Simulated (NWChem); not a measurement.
# C6H5 cation

```xyz
11

C      0.0000     0.0000    -1.1775
C      1.2742     0.0000    -0.8116
C      1.2124     0.0000     0.6167
C      0.0000     0.0000     1.3027
C     -1.2124     0.0000     0.6167
C     -1.2742     0.0000    -0.8116
H      2.1987     0.0000    -1.3934
H      2.1795     0.0000     1.1327
H      0.0000     0.0000     2.3946
H     -2.1795     0.0000     1.1327
H     -2.1987     0.0000    -1.3934
```
Atoms are numbered in this order, from 1.

STO-3G and 3-21G are far too small for this property and stand as cheap habits. The geometry was optimised at PBE0/def2-SVP.

### Question
Give the principal values of the shielding tensors (ppm) of C1, C2, C3, C4 from Hartree-Fock/STO-3G, GIAO (NWChem), with their diamagnetic and paramagnetic parts as GIAO splits them.

### Answer
| atom | σ11 | σ22 | σ33 | isotropic | diamagnetic | paramagnetic |
|---|---|---|---|---|---|---|
| C1 | -98.5 | -86.6 | 89.4 | -31.9 | 257.6 | -289.5 |
| C2 | 120.1 | 125.9 | 200.1 | 148.7 | 253.8 | -105.1 |
| C3 | 44.6 | 91.7 | 201.3 | 112.5 | 252.5 | -140.0 |
| C4 | 25.9 | 95.9 | 233.7 | 118.5 | 252.6 | -134.1 |
